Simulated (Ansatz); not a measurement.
Isolated molecules relaxed with PBE0-D4/def2-TZVP in Ansatz; ΔE leaves out vibrations. CBS: MP2 limit from def2 TZ/QZ plus the TZ coupled-cluster correction, frozen cores. DFT in def2-TZVPP. def2 core potentials past Kr. For Sn outer-core shells are correlated without core-valence functions, which leaves a few kJ/mol of doubt a bond. Each species was taken in one conformer, which may not be the lowest.

Reaction (cleavage of the Al–Sn bond): `[OH][SnH2][AlH2]` + `O[SiH2]S` → `[AlH2][O][SiH2]S` + `[OH][SnH3]`

`[OH][SnH2][AlH2]`:

Z-matrix (Å, degrees):
```
Sn
Al 1 2.673
O 1 1.985 2 109.0
H 1 1.709 2 116.4 3 113.3
H 1 1.721 2 114.7 3 -119.4
H 2 1.587 1 118.9 3 24.7
H 2 1.587 1 121.1 3 -155.7
H 3 0.960 1 112.7 2 -55.7
```

`O[SiH2]S`:

```xyz
7

O     1.015    0.588    0.940
Si   -0.377    0.375    0.095
S    -0.468   -1.491   -0.936
H     1.278   -0.115    1.536
H    -1.575    0.330    0.971
H    -0.422    1.518   -0.840
H     0.550   -1.205   -1.766
```

`[AlH2][O][SiH2]S`:

```xyz
9

Al    0.586   -1.067   -1.633
O    -0.314   -0.707   -0.247
Si   -0.776    0.195    1.016
S    -0.130    2.227    0.871
H    -0.046   -2.088   -2.655
H     2.006   -0.396   -1.800
H    -0.234   -0.407    2.259
H    -2.253    0.294    1.069
H     1.161    1.949    1.120
```

`[OH][SnH3]`:

Z-matrix (Å, degrees):
```
Sn
O 1 1.970
H 1 1.709 2 108.5
H 1 1.698 2 103.1 3 119.8
H 1 1.709 2 108.5 3 -120.5
H 2 0.959 1 113.2 3 60.0
```

```csv
level,ΔE (eV)
r2SCAN0-D4,-1.28
PBE-QIDH,-1.25
```

(1) What does CCSD(T)/CBS give? (Estimate.)

Largest T1 diagnostic among the species: 0.014.

Results:

(1) Ansatz gave: -1.26 eV. The listed levels differ from it by -0.02, 0.01 eV.

Leaving LDA and LC-ωPBE aside and taking each functional with its dispersion term where it has one, the values, not all of them listed here, spread over 0.33 eV, from B97M-V to PBE-D4. LDA lies −0.05 eV from PBE without D4. From PBE to PBE0 (25 % exact exchange), in def2-TZVPP and without D4, ΔE moves by −0.07 eV. At CCSD(T), def2-SVP lies −0.14 eV from the extrapolated value and def2-TZVPP −0.06 eV.
